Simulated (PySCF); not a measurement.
# How methods differ on the ionisation energy of Tl²⁺

Tl²⁺ [Xe] 4f14 5d10 6s1 (2S) → Tl³⁺ [Xe] 4f14 5d10 (1S), as a difference of total energies. All numbers are calculated (PySCF 2.14, scalar relativity through the core potential, in aug-cc-pwCVDZ-PP with ECP60MDF (6s5p4d1f, 48 functions)). Correlated levels: valence and next inner shell: nothing frozen outside the core potential. The calculations carry no spin-orbit coupling.

```tsv
method	ionisation energy (eV)
UHF	28.169
LDA	30.760
PBE	30.310
PBE0	29.967
r2SCAN	30.135
PBEsol	30.387
r2SCANh	30.049
MN15	30.345
MP2 (valence and next inner shell)	29.744
SCS-MP2 (valence and next inner shell)	29.504
```

How much does correlation contribute at MP2 (valence and next inner shell)?

29.744 − (28.169) = 1.575 eV, measured against UHF.

Errors of the correlated levels include the incompleteness of this basis.

For comparison: 29.852 eV (measured; NIST Atomic Spectra Database, ionization energies).
